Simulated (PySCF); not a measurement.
Species: BGeH6N.
SMILES: `B[NH][GeH3]`

Theory: PBE0-D3(BJ)/def2-SVP geometry optimisation, gas phase in PySCF 2.14.0.

Take the most abundant isotopes and a rigid rotor. 

Problem. What are A, B and C (GHz)?

Solution. Ia = 15.70, Ib = 129.17, Ic = 138.52 u·Å²; 505379 MHz·u·Å²/I gives 32188, 3912 and 3648 MHz, that is A = 32.188, B = 3.9125, C = 3.6484 GHz.

Problem. What kind of rotor is it?

Solution. A near-prolate asymmetric top: κ = (2 × 3912 − 32188 − 3648)/(32188 − 3648) = -0.98.

Problem. Is it planar, by Δ = Ic − Ia − Ib?

Solution. Not planar: Δ = Ic − Ia − Ib = -6.35 u·Å². For a rigid frame Δ = −2 Σ m c², so Σ m c² = 3.18 u·Å² lies off the ab plane, practically all of it from hydrogen. The atom farthest from that plane is 1.31 Å away.

Problem. List the rotational levels J(Ka,Kc) to J = 2 (MHz).

Solution. Above 0(0,0):
J = 1: 1(0,1) 7561, 1(1,1) 35836, 1(1,0) 36100
J = 2: 2(0,2) 22681, 2(1,2) 50694, 2(1,1) 51486, 2(2,1) 136311, 2(2,0) 136313

Problem. Predict some low-J microwave lines.

Solution. The dipole components are |μa| = 1.47 D, |μb| = 1.18 D, |μc| = 0.00 D. Intensities carry the squares of the components, which stand as 1.00 : 0.64 : 0.00 (a : b : c). Some lines, for components of 0.1 D or more:

```csv
type,branch,"J(Ka,Kc)",MHz,lower level (cm⁻¹)
a,Q,"2(1,1) ← 2(1,2)",792,1.691
a,Q,"3(1,2) ← 3(1,3)",1585,2.434
a,R,"2(0,2) ← 1(0,1)",15120,0.252
a,R,"2(1,1) ← 1(1,0)",15386,1.204
a,R,"3(2,1) ← 2(2,0)",22690,4.547
b,Q,"1(1,0) ← 1(0,1)",28539,0.252
b,Q,"3(1,2) ← 3(0,3)",29208,1.513
b,R,"3(1,3) ← 2(0,2)",50298,0.757
b,Q,"3(2,1) ← 3(1,2)",84440,2.487
b,Q,"3(2,2) ← 3(1,3)",86015,2.434
b,R,"2(2,1) ← 1(1,0)",100211,1.204
b,R,"3(2,2) ← 2(1,1)",107508,1.717
b,R,"3(2,1) ← 2(1,2)",108310,1.691
b,Q,"3(3,0) ← 3(2,1)",142028,5.304
b,R,"3(3,1) ← 2(2,0)",164718,4.547
```

Not checked by PBE0-D3(BJ)/def2-SVP frequencies. Zero-point vibration and centrifugal distortion are left out. A rigid rotor knows nothing of internal rotation, which can split or shift real lines. Quadrupole hyperfine structure (11B, 14N) is left out.

On Arm Neoverse V1, one thread, shared host, this took 17 s and 0.37 GiB of memory at its peak. That covers the optimisation of the geometry.
